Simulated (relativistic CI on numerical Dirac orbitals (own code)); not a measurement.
## d5 in a ligand field

Computed with a parametric ligand-field model of a d^n configuration (Racah B and C, spin-orbit zeta, crystal field), exact diagonalisation.

Field parameters in Wybourne normalisation: Oh B⁴₀ = 21Dq, B⁴₄ = √(5/14) B⁴₀; Td as Oh with Dq negative (B⁴₀ = 21Dq, B⁴₄ = √(5/14) B⁴₀). The field is a parameter set, without covalency.

(1) Ground term and bands for B = 410, C = 1980, ζ = 0 cm⁻¹, Oh, 10Dq = 28300 cm⁻¹?

(2) A d5 ion in Oh symmetry has the ground term 2T2 and bands at 4T1 27147 cm⁻¹ (368 nm), 4T2 31007 cm⁻¹ (323 nm), 2A2 35980 cm⁻¹ (278 nm), 2T1 36148 cm⁻¹ (277 nm), 2T2 37696 cm⁻¹ (265 nm), 2E 38966 cm⁻¹ (257 nm), 6A1 46073 cm⁻¹ (217 nm). Which parameters reproduce them?

(3) Ground term and bands for B = 320, C = 1380, ζ = 0 cm⁻¹, Oh, 10Dq = 15350 cm⁻¹?

(4) A d5 ion in Oh symmetry has the ground term 2T2 and bands at 4T1 13420 cm⁻¹ (745 nm), 4T2 17337 cm⁻¹ (577 nm), 6A1 18802 cm⁻¹ (532 nm), 2A2 21603 cm⁻¹ (463 nm), 2T1 21781 cm⁻¹ (459 nm), 2T2 23221 cm⁻¹ (431 nm), 2E 24468 cm⁻¹ (409 nm). Which parameters reproduce them?

(5) Ground term and bands for B = 410, C = 1670, ζ = 0 cm⁻¹, Td, 10Dq = -5850 cm⁻¹?

Results:

(1) Ground term 2T2 with 0.02 electrons in the two orbitals of the cubic e set. Spin-allowed: 2A2 25712 cm⁻¹ (389 nm), 2T1 25852 cm⁻¹ (387 nm), 2T2 27089 cm⁻¹ (369 nm), 2E 28089 cm⁻¹ (356 nm). Lowest spin-forbidden: 4T1 18926 cm⁻¹ (528 nm), 4T2 22081 cm⁻¹ (453 nm), 6A1 31398 cm⁻¹ (318 nm).

(2) B = 500, C = 2600, ζ = 0 cm⁻¹, Oh, 10Dq = 39350 cm⁻¹.

(3) Ground term 2T2 with 0.03 electrons in the two orbitals of the cubic e set. Spin-allowed: 2A2 13585 cm⁻¹ (736 nm), 2T1 13697 cm⁻¹ (730 nm), 2T2 14586 cm⁻¹ (686 nm), 2E 15325 cm⁻¹ (653 nm). Lowest spin-forbidden: 4T1 8786 cm⁻¹ (1138 nm), 4T2 11207 cm⁻¹ (892 nm), 6A1 12803 cm⁻¹ (781 nm).

(4) B = 520, C = 2370, ζ = 0 cm⁻¹, Oh, 10Dq = 24550 cm⁻¹.

(5) Ground term 6A1 with 2.00 electrons in the two orbitals of the cubic e set. Spin-allowed: none. Lowest spin-forbidden: 4T1 7842 cm⁻¹ (1275 nm), 2T2 9408 cm⁻¹ (1063 nm), 4T2 10237 cm⁻¹ (977 nm). A high-spin d5 ion has no spin-allowed d-d band, hence its pale colour.
